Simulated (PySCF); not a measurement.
Rows and methods have been separated. Pair them.

Species: (Cl2Al-mu-F)2.
Z-matrix (Å and degrees, PBE0-D3(BJ)/def2-SVP geometry), rows numbered from 1:
```
Al
Cl  1  2.0737
Cl  1  2.0729  2  125.51
F   1  1.8247  2  110.52  3  -136.78
Al  4  1.8258  1  100.04  2  -108.27
Cl  5  2.0742  4  110.82  1  -108.66
Cl  5  2.0724  4  110.26  1   108.00
F   1  1.8244  2  110.63  3   136.51
```

The closed-shell ground state was solved 3 times with PySCF (density fitting, gas phase), always in the pcSseg-1 (pcSseg-2 on Al) basis (216 functions), with these functionals: B3LYP, PBE and PBE0.

```
row  total energy (Eh)  HOMO (eV)  LUMO (eV)
  P         -2524.7790      -9.77      -1.14
  Q         -2525.9093      -9.44      -1.37
  R         -2524.5958      -8.31      -2.03
```

Problem. Which functional belongs to which row?

Solution. P = PBE0, Q = B3LYP, R = PBE. By rising HOMO–LUMO gap: PBE (GGA) 6.28 eV; B3LYP (global hybrid, 20 % exact exchange) 8.07 eV; PBE0 (global hybrid, 25 % exact exchange) 8.63 eV. Total energies of different functionals aren't bounds to one another; each is stationary for its own functional.

One conformer stands for the species.
